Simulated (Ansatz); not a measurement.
Al₄Sb₄⁻. Charge -1, multiplicity 2. Geometry r2SCAN-D4/def2-SVP, that of the neutral singlet; atoms count from 1.

Cartesian coordinates in Å:
```
Al 1.217 0.625 -1.934
Al 0.803 -0.246 2.881
Al -1.368 0.685 -2.098
Al 0.029 -1.079 0.132
Sb 2.124 0.770 0.655
Sb -0.403 -1.805 -2.293
Sb -0.693 1.680 0.585
Sb -1.710 -0.630 2.073
```

In the def2 sets Sb takes a core potential; there is no spin–orbit coupling. The structure comes from a short search, and lower isomers may exist.

Estimate the Mulliken populations from the PBE0/def2-SVP orbitals of Ansatz.


| atom | charge (e) | spin (α − β) |
| --- | --- | --- |
| Al1 | 0.00 | 0.14 |
| Al2 | 0.07 | 0.09 |
| Al3 | -0.01 | 0.39 |
| Al4 | -0.06 | -0.05 |
| Sb5 | -0.25 | 0.16 |
| Sb6 | -0.36 | 0.24 |
| Sb7 | -0.14 | -0.03 |
| Sb8 | -0.25 | 0.05 |
Mulliken values and Mayer orders depend strongly on the basis.

Where does the spin sit?

Summed by element: Al 0.57, Sb 0.43, of 1 unpaired in all. Largest on single atoms: Al3 0.39, Sb6 0.24, Sb5 0.16.

And the Mayer bond orders between bonded heavy atoms (over 0.3)?

Al1–Al3 0.57 (2.59 Å); Al1–Sb5 0.60 (2.75 Å); Al1–Sb6 0.64 (2.94 Å); Al2–Sb5 0.51 (2.78 Å); Al2–Sb8 0.75 (2.67 Å); Al3–Sb6 0.79 (2.68 Å); Al3–Sb7 0.41 (2.94 Å); Al4–Sb5 0.62 (2.84 Å); Al4–Sb6 1.07 (2.57 Å); Al4–Sb7 0.44 (2.89 Å); Al4–Sb8 0.82 (2.65 Å); Sb5–Sb7 0.77 (2.96 Å); Sb7–Sb8 0.80 (2.93 Å).
